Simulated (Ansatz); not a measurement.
BCl, SMILES `[B]Cl` (excited triplet) (charge 0, multiplicity 3). This triplet is an excited state, 2.52 eV above the relaxed singlet at the level composite: frozen-core CCSD(T) with HF/cc-pV5Z and the correlation energy extrapolated as X^-3 from cc-pVQZ and cc-pV5Z, plus CCSDT(Q) minus CCSD(T) in cc-pVTZ // B3LYP-D3(BJ)/def2-TZVP (Ansatz, an electronic-structure program).

The numbers are results of Ansatz with frozen-core CCSDTQ/cc-pVDZ // B3LYP-D3(BJ)/def2-TZVP, not measurements.

Ansatz 0.2 input:
```yaml
crystal:
  periodic: [false, false, false]
  atoms:
    - { symbol: B, position_ang: [0.852644, -0.000004, -0.000003] }
    - { symbol: Cl, position_ang: [-0.852644, 0.000004, 0.000003] }
basis:
  gaussian: { orbitals: cc-pVDZ }
correlation:
  method: ccsdtq
magnetization:
  spin_polarized: true
  initial_magnetization: 2
```

Output:

```
Functional definition: HF
585 factors; integrals over basis functions are off by at most 2.1e-7 eV
mean field evaluation 1: about -13170.8602 eV, gradient 8.8e0 eV
mean field evaluation 2: about -13170.8967 eV, gradient 8.9e0 eV
mean field evaluation 4: about -13172.4074 eV, gradient 2.1e0 eV
mean field evaluation 8: about -13172.5229 eV, gradient 1.7e-1 eV
mean field evaluation 16: about -13172.5235 eV, gradient 1.9e-6 eV
mean field evaluation 32: about -13172.5235 eV, gradient 2.7e-6 eV
mean field evaluation 64: about -13167.5189 eV, gradient 6.5e-2 eV
mean field evaluation 96: about -13172.5235 eV, gradient 1.1e-3 eV
mean field -13172.52354429 eV, -484.0813115957 hartree, gradient 1.9e-6 eV, S^2 2.006785; 2 other end points of the search recorded, 0 dependent functions left out
6 core orbitals not correlated
reference -13172.52354429 eV, -484.0813115957 hartree; 6, 4 occupied and 20, 22 virtual orbitals, 585 factors
second order -4.60518464 eV of doubles, -0.00000000 eV of singles
cycle   1  -4.94649969 eV  change   -3.4e-1 eV  update   6.4e-2
cycle   2  -5.16136940 eV  change   -2.1e-1 eV  update   3.0e-2
cycle   3  -5.28766966 eV  change   -1.3e-1 eV  update   2.1e-2
cycle   4  -5.26863829 eV  change    1.9e-2 eV  update   7.2e-3
cycle   5  -5.27481356 eV  change   -6.2e-3 eV  update   4.4e-3
cycle   6  -5.27884560 eV  change   -4.0e-3 eV  update   2.3e-3
cycle   7  -5.27811608 eV  change    7.3e-4 eV  update   1.4e-3
cycle   8  -5.27789721 eV  change    2.2e-4 eV  update   7.1e-4
cycle   9  -5.27846969 eV  change   -5.7e-4 eV  update   4.7e-4
cycle  10  -5.27843995 eV  change    3.0e-5 eV  update   2.0e-4
cycle  11  -5.27852027 eV  change   -8.0e-5 eV  update   9.8e-5
cycle  12  -5.27849983 eV  change    2.0e-5 eV  update   6.4e-5
cycle  13  -5.27848329 eV  change    1.7e-5 eV  update   2.1e-5
cycle  14  -5.27849893 eV  change   -1.6e-5 eV  update   9.7e-6
cycle  15  -5.27850369 eV  change   -4.8e-6 eV  update   4.3e-6
cycle  16  -5.27850404 eV  change   -3.5e-7 eV  update   2.0e-6
cycle  17  -5.27850449 eV  change   -4.5e-7 eV  update   9.3e-7
Total energy: -13177.80204878 eV, -484.2752930577 hartree
```
